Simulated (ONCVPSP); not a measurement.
**What the settings do to the ONCV potential of Cu (Z = 29)**

Base potential:

* Element: copper (Cu)
* Generator: ONCVPSP 4.0.1
* Type: optimised norm-conserving Vanderbilt (ONCV)
* Functional: PBEsol
* Relativity: scalar-relativistic
* Frozen core: [Ne]
* Valence charge: 19
* Reference configuration: 3s2 3p6 3d8 (charge +3)
* Partial waves: 3s: rc 1.00 bohr, ncon 4, nbas 7, qcut 11.9 1/bohr, 1 projector; 3p: rc 1.15 bohr, ncon 4, nbas 8, qcut 11.3 1/bohr, 2 projectors, debl 0.7 Ha; 3d: rc 0.70 bohr, ncon 3, nbas 8, qcut 14.2 1/bohr, 2 projectors, debl 1.6 Ha
* Local potential: polynomial inside 0.60 bohr (lpopt 1, dvloc0 4 Ha)
* Core correction: none

In the p channel the program set the typed energies aside and used -4.322, 0.250 Ha. In the d channel the program set the typed energies aside and used -1.796, 0.250 Ha.

Cutoffs, loose and tight: the cutoffs (Ha) at which the residual kinetic energy of the hardest occupied pseudo-wave falls to 1 and 0.1 mHa per electron. They do not see the model core or the augmentation charge, which bear on the density cutoff. Test errors are all-electron minus pseudo excitation energies from the reference, over the configurations 3s2 3p6 3d10 4s1; 3s2 3p6 3d10; 3s2 3p6 3d9; 3s2 3p6 3d7. A dash means not determined; rows that change the core or the reference have their own tests. The largest error is taken over the tests solved by every variant that gives reliable tests at all: 3s2 3p6 3d10; 3s2 3p6 3d7; 3s2 3p6 3d9.

```csv
change,outcome,"cutoff, loose","cutoff, tight",bound ghosts,GHOST(+) flags above zero,largest test error (meV)
base,"generated, projector energies reset by the program",469 Ha,828 Ha,none,none,+35
s: qcut 8.2; p: qcut 7.8; d: qcut 9.8,"generated, projector energies reset by the program",–,–,none,d,+105
s: qcut 9.5; p: qcut 9; d: qcut 11.3,"generated, projector energies reset by the program",–,–,none,"p, d",+77
s: qcut 10.9; p: qcut 10.3; d: qcut 13,"generated, projector energies reset by the program",–,–,none,none,+49
s: qcut 12.2; p: qcut 11.6; d: qcut 14.6,"generated, projector energies reset by the program",355 Ha,707 Ha,none,none,+31
s: qcut 13.6; p: qcut 12.9; d: qcut 16.2,"generated, projector energies reset by the program",129 Ha,509 Ha,none,none,+20
s: qcut 15.7; p: qcut 14.9; d: qcut 18.7,"generated, projector energies reset by the program",148 Ha,166 Ha,none,none,+11
s: qcut 17.5; p: qcut 16.6; d: qcut 20.9,"generated, projector energies reset by the program",166 Ha,189 Ha,none,none,+6.7
```
